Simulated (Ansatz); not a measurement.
Start from `O=COC=S` and change one atom or group to get `O=COC[SiH3]`.

Ansatz, PBE0-D4/def2-TZVP geometries, multiplicity 1. Each molecule was computed in one conformer, which needn't be the lowest.

```json
{"property": "HOMO energy (PBE/def2-TZVPP) / eV", "`O=COC=S`": "-5.90"}
{"property": "size of the dipole moment (ωB97M-V/def2-TZVPP) / D", "`O=COC=S`": "1.67"}
{"property": "HOMO–LUMO gap (B3LYP/def2-TZVPP) / eV", "`O=COC=S`": "4.13"}
{"property": "HOMO energy (B3LYP/def2-TZVPP) / eV", "`O=COC=S`": "-6.90"}
{"property": "HOMO–LUMO gap (ωB97M-V/def2-TZVPP) / eV", "`O=COC=S`": "8.99"}
{"property": "LUMO energy (B3LYP/def2-TZVPP) / eV", "`O=COC=S`": "-2.78"}
```

Q: Give the same properties after the change, and the shifts. (An estimate is asked.)

A: Computed: 
```
                                          property  `O=COC[SiH3]`  shift
                 HOMO energy (PBE/def2-TZVPP) / eV          -6.74  -0.84
size of the dipole moment (ωB97M-V/def2-TZVPP) / D           1.79   0.12
             HOMO–LUMO gap (B3LYP/def2-TZVPP) / eV           7.84   3.71
               HOMO energy (B3LYP/def2-TZVPP) / eV          -8.16  -1.26
           HOMO–LUMO gap (ωB97M-V/def2-TZVPP) / eV          12.74   3.75
               LUMO energy (B3LYP/def2-TZVPP) / eV          -0.32   2.46
```

With PBE0 the HOMO falls by 1.26 eV and the LUMO rises by 2.55 eV, so the gap widens by about 3.81 eV. PBE moves the HOMO by -0.84 eV and ωB97M-V by -1.37 eV. Dipoles are sizes alone; their direction can turn.

B3LYP here is the variant with VWN-RPA as its local correlation; programs differ in this.
